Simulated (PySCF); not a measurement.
Isomers of C4H12AlN. Computed with PBE0-D3(BJ)/def2-SVP geometry optimisation, gas phase in PySCF 2.14.0. One conformer each; no zero-point energy, no entropy. No frequencies were run at this level. Point groups hold within 0.08 Å.

Task: Order them by energy at this level, lowest first, and give relative energies in kJ/mol.
A. `[CH3:1][N@H+:2]([AlH3-:3])[CH:4]1[CH2:5][CH2:6]1` with C1–N2–C4–C5 -149°
B. `[CH2:1]=[CH:2][CH2:3][N@@H+:4]([CH3:5])[AlH3-:6]` with C1–C2–C3–N4 112°, C2–C3–N4–C5 67°

Result: B (0.0), A (0.6).

As drawn, the higher has a three-membered ring, which the lower lacks. Neighbours under 10 kJ/mol apart (C=CC[N@@H+](C)[AlH3-] and C[N@H+]([AlH3-])C1CC1) can change places with a better method, another conformer or zero-point energy.

| SMILES | E (Eh) | E rel (kJ/mol) | dipole (D) | point group | A, B, C (MHz) |
| --- | --- | --- | --- | --- | --- |
| C=CC[N@@H+](C)[AlH3-] | -456.20178 | 0.0 | 5.70 | C1 | 5059, 1391, 1178 |
| C[N@H+]([AlH3-])C1CC1 | -456.20157 | 0.6 | 5.62 | C1 | 4284, 1881, 1427 |

Task: How do the relative energies change in single points at KT3/pcSseg-1 (no added dispersion term) on the same geometries?

Result: 
| SMILES | PBE0-D3(BJ)/def2-SVP (kJ/mol) | KT3/pcSseg-1 (kJ/mol) | shift |
| --- | --- | --- | --- |
| C=CC[N@@H+](C)[AlH3-] | 0.0 | 0.0 | 0.0 |
| C[N@H+]([AlH3-])C1CC1 | 0.6 | 16.5 | +15.9 |

Each column counts from its own lowest isomer. The order is unchanged; the largest shift is 15.9 kJ/mol.

Task: As an exercise, what shares would exp(−E/RT) give at 2000 K from these electronic energies alone (no entropy, no degeneracies)?

Result: RT = 16.629 kJ/mol: C=CC[N@@H+](C)[AlH3-] 50.8 %, C[N@H+]([AlH3-])C1CC1 49.2 %.
